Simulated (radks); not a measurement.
Calculated with a radial shooting solver on a logarithmic mesh with Libxc functionals: non-relativistic Kohn-Sham, SCAN, spin-polarised, spherical densities, point nucleus; open shells are filled with parallel spins first (spin-orbit coupling, left out, can overturn this in heavy ions); meta-GGA in the generalised Kohn-Sham scheme. Each species is in its NIST ground configuration. Rank Pd2+, Mo2+, Nb2+, Ru2+, Ag2+, Cd2+, Zr2+, Tc2+, Rh2+ by radius at which the density is 0.001 e/bohr^3 (bohr), largest first.

Answer. Zr2+ 3.60, Nb2+ 3.58, Mo2+ 3.53, Tc2+ 3.47, Ru2+ 3.43, Rh2+ 3.38, Pd2+ 3.32, Ag2+ 3.26, Cd2+ 3.20.
